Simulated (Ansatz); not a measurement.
Ta3Te6⁺. The state is a triplet with charge 1. Geometry PBE-D4/def2-SVP, that of the neutral doublet; atoms count from 1.

```
atom   x (Å)   y (Å)   z (Å)
 Ta1   1.231   1.172   0.963
 Ta2   0.684  -1.378   0.518
 Ta3  -1.144   0.849  -0.890
 Te4  -1.270   0.345   1.817
 Te5   0.821   2.663  -1.243
 Te6   3.281  -0.508   0.543
 Te7  -0.525  -1.577  -1.920
 Te8   0.169  -3.217   2.283
 Te9  -3.248   1.650  -2.072
```

In the def2 sets Ta, Te take a core potential; there is no spin–orbit coupling.

(1) Estimate the Mulliken populations from the PBE0/def2-SVP orbitals of Ansatz.

(2) Where does the spin sit?

(3) And the Mayer bond orders between bonded heavy atoms (over 0.3)?

Answers

(1) 
```tsv
atom	charge (e)	spin (α − β)	d electrons
Ta1	0.77	0.96	3.63
Ta2	0.45	-0.06	3.84
Ta3	0.11	0.22	3.84
Te4	-0.19	-0.01	–
Te5	-0.09	-0.09	–
Te6	-0.11	-0.02	–
Te7	-0.11	0.06	–
Te8	0.08	0.86	–
Te9	0.09	0.07	–
```
Mulliken values and Mayer orders depend strongly on the basis.

(2) Summed by element: Ta 1.13, Te 0.87, of 2 unpaired in all. Largest on single atoms: Ta1 0.96, Te8 0.86, Ta3 0.22.

(3) Ta1–Ta2 1.03 (2.65 Å); Ta1–Ta3 0.42 (3.03 Å); Ta1–Te4 0.84 (2.77 Å); Ta1–Te5 1.16 (2.69 Å); Ta1–Te6 1.19 (2.68 Å); Ta2–Te4 0.56 (2.91 Å); Ta2–Te6 1.00 (2.74 Å); Ta2–Te7 1.08 (2.73 Å); Ta2–Te8 1.63 (2.60 Å); Ta3–Te4 0.87 (2.76 Å); Ta3–Te5 1.12 (2.70 Å); Ta3–Te7 1.16 (2.71 Å); Ta3–Te9 2.17 (2.54 Å).
